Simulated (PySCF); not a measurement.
Estimate the missing entries of this data sheet.

Compound: C4H5FN2.
SMILES: `Cc1cn[nH]c1F`

```csv
property,level,value
"rotational constants A, B, C of the GFN2-xTB geometry",GFN2-xTB,"3.665, 3.357, 1.771 GHz"
dipole moment,PBE0/def2-SVPD,1.01 D
HOMO energy,PBE0/def2-SVPD,?
LUMO energy,PBE0/def2-SVPD,?
lowest singlet excitation,TDDFT PBE0/def2-SVPD,"6.35 eV (195 nm, f = 0.002)"
strongest line among the 6 lowest singlet transitions,TDDFT PBE0/def2-SVPD,?
lowest triplet excitation (Tamm–Dancoff),TDA PBE0/def2-SVPD,4.63 eV
static isotropic polarisability,PBE0/def2-SVPD,58.6 au
electronic spatial extent ⟨r²⟩ about the centre of nuclear charge,PBE0/def2-SVPD,?
13C chemical shifts (computed TMS as zero) by class,GIAO PBE0/pcSseg-1,?
1H chemical shifts (computed TMS as zero) by class,GIAO PBE0/pcSseg-1,?
"isotropic shieldings of nuclei other than C and H, by class",GIAO PBE0/pcSseg-1,?
```

The electronic properties come from PySCF, for the isolated species, density fitting.

(1) The HOMO energy?

(2) What is the strongest line among the 6 lowest singlet transitions?

(3) Give the isotropic shieldings of nuclei other than C and H, by class.

(4) The LUMO energy?

(5) What is the electronic spatial extent ⟨r²⟩ about the centre of nuclear charge?

(6) What are the 1H chemical shifts (computed TMS as zero) by class?

(7) What are the 13C chemical shifts (computed TMS as zero) by class?

Answers

(1) -6.98 eV.

(2) S2 at 6.61 eV (188 nm, f = 0.065).

(3) -48 (1 N), 66 (1 N), 324 (1 F) ppm.

(4) 0.45 eV.

(5) 657 bohr².

(6) 9.00 (1 H), 7.42 (1 H), 2.17 (3 H) ppm.

(7) 161.7 (1 C), 143.9 (1 C), 99.7 (1 C), 8.2 (1 C) ppm.

The principal polarisabilities are 40.4, 64.0 and 71.4 au; their mean is the isotropic value. The rotational constants make it an asymmetric top with κ = (2B − A − C)/(A − C) = 0.67, nearer the oblate limit (+1). With B = h/(8π²I), that is 505.379 GHz u Å² over I, the principal moments of inertia are 137.9, 150.6 and 285.3 u Å² (most abundant isotopes); the inertial defect Ic − Ia − Ib is -3.2 u Å² (zero for a rigid planar frame, negative otherwise). The vertical singlet–triplet gap S1 − T1 is 1.72 eV (TDDFT singlet less Tamm–Dancoff triplet; S1: HOMO→LUMO+1, weight 0.96; T1: HOMO→LUMO, weight 0.79).
